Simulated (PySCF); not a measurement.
ReS₂⁻, singlet: molecular constants

These are results of PBE0 in PySCF with Re def2-TZVPD with ECP60, S def2-TZVPD; scalar-relativistic core potentials, no spin–orbit coupling; density-fitted integrals, not measurements.

The structure is a minimum.

Coordinates in bohr (charge -1 multiplicity 1):
```
Re    0.0000    0.0000   -0.9712
S     1.9114    0.0000    2.8417
S    -1.9114    0.0000    2.8417
```

```
Point group                                                                   : C2v
Bond lengths                                                                  : Re–S 2.257 Å (×2), S–S 2.023 Å
Bond angles                                                                   : Re–S–S 63.4° (×2), S–Re–S 53.2°
Lowest empty level                                                            : 2.37 eV
Principal polarisabilities                                                    : 129.9, 135.6, 183.4 bohr³
Zero-point energy                                                             : 6.8 kJ/mol
Heat capacity Cp at 298.15 K                                                  : 52.0 J/(mol K)
Rotational constants                                                          : 0.2577, 0.0869, 0.06499 cm⁻¹
Enthalpy at 298.15 K above 0 K                                                : 12.79 kJ/mol
Dipole moment about the centre of mass                                        : 1.95 D
Principal quadrupole moments (Buckingham, traceless) about the centre of mass : -3.40, -1.91, 5.31 D Å
Highest occupied level                                                        : 0.07 eV
Rotational symmetry number                                                    : 2
Entropy at 298.15 K and 1 bar                                                 : 299.0 J/(mol K)
```

Harmonic modes (masses in u: Re 186.956, S 31.972):
```
symmetry  ω (cm⁻¹)  IR (km/mol)  μ (u)
      b2       188          0.1  33.77
      a1       362          2.1  40.26
      a1       585         19.4  32.14
```

In C2v the vibrations span b2 + 2a1. Here b1 is antisymmetric to the molecular plane and b2 lies in it.

Charges (e); Mulliken and Löwdin values are unreliable with diffuse functions:
| atom | Mulliken | Löwdin | polar tensor | Mayer order to Re1 |
| --- | --- | --- | --- | --- |
| Re1 | -0.44 | -0.24 | -0.46 | – |
| S2,3 | -0.28 | -0.38 | -0.27 | 1.19 |
Other Mayer orders above 0.3: S–S 1.01.

Mulliken populations on Re1 (electrons outside its core potential): s 3.55, p 6.26, d 5.61, f 0.02.

Outer orbital energies (eV). occupied: -6.02, -5.49, -5.02, -3.41, -1.62, -0.48, -0.24, 0.07; empty: 2.37, 2.40, 2.62, 3.53.

The highest occupied level lies above zero, a sign of self-interaction error or too small a basis; response properties are unreliable. This need not be the most stable arrangement of these atoms. The lowest empty level of this anion is unbound, so it and the gap depend on the basis. At this level a quintet minimum of C2v symmetry lies 371 kJ/mol below this structure. At the minimum of this search the closed-shell solution is unstable towards spin polarisation, so a lower open-shell solution exists. No spin–orbit coupling is included, which matters more the heavier the element.

The final relaxation and frequency run took roughly 4 core-minutes on a shared host.
